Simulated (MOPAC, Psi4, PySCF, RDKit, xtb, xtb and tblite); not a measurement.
Two geometries of C₃H₈O₂SSi, SMILES COC(=O)[SiH2]SC, relaxed at GFN2-xTB with one dihedral held; other torsions can differ between them too.

Structure A

```
15

C      2.7150     0.4825    -0.1848
O      1.7020    -0.4213    -0.6024
C      0.5901    -0.5134     0.1813
O      0.6506    -0.7567     1.3634
Si    -0.9154     0.3727    -0.5914
S     -0.5074     2.3497     0.1469
C     -0.6262     2.0903     1.9469
H      2.3744     1.5086    -0.3477
H      2.9614     0.3382     0.8706
H      3.5881     0.2755    -0.7996
H     -0.7893     0.4914    -2.0285
H     -2.1688    -0.1011    -0.0224
H     -0.0372     1.2241     2.2359
H     -0.2337     2.9854     2.4170
H     -1.6667     1.9497     2.2217
```

Structure B

```
15

C      1.5959     0.2452     0.1717
O      0.6225     1.0507    -0.4649
C     -0.6537     0.9840    -0.0044
O     -1.5536     0.7312    -0.7596
Si    -1.1190     1.8384     1.6447
S      0.2310     1.4044     3.2484
C     -0.5282     2.4196     4.5510
H      2.5651     0.6265    -0.1441
H      1.4858    -0.7937    -0.1503
H      1.5164     0.2991     1.2620
H     -2.4602     1.4040     2.0135
H     -1.0492     3.2752     1.3781
H     -0.5151     3.4623     4.2520
H      0.0684     2.2796     5.4456
H     -1.5454     2.0848     4.7235
```

Task: Which is lower in energy at the level B3LYP-D3(BJ)/def2-SVP // GFN2-xTB run with Psi4 1.11, and by how much?

Result: A is lower, by 13.48 kJ/mol (dihedral C1–O2–C3–Si5: 105° in A, 75° in B).

E(B) − E(A) in kJ/mol at the other levels, on the same two geometries: GFN2-xTB (xtb and tblite) 5.68; MMFF94 // GFN2-xTB (RDKit) -3.88; B3LYP/def2-SVP // GFN2-xTB (Psi4) 8.80; PBE/def2-SVP // GFN2-xTB (Psi4) 10.10; PBE-D3(BJ)/def2-SVP // GFN2-xTB (Psi4) 12.99; UFF // GFN2-xTB (RDKit) -27.25; PM6, restricted, heats of formation // GFN2-xTB (MOPAC) 21.58; PM3, restricted, heats of formation // GFN2-xTB (MOPAC) -13.42; GFN1-xTB // GFN2-xTB (xtb) 17.84; restricted B3LYP/6-31G*, spherical d, density fitting // GFN2-xTB (PySCF) 4.91; restricted Hartree-Fock/LANL2DZ, with its core potentials past Ne // GFN2-xTB (PySCF) 7.42; restricted Hartree-Fock/STO-3G // GFN2-xTB (PySCF) -8.97; restricted MP2 (frozen core)/6-31G*, spherical d // GFN2-xTB (PySCF) 9.99.
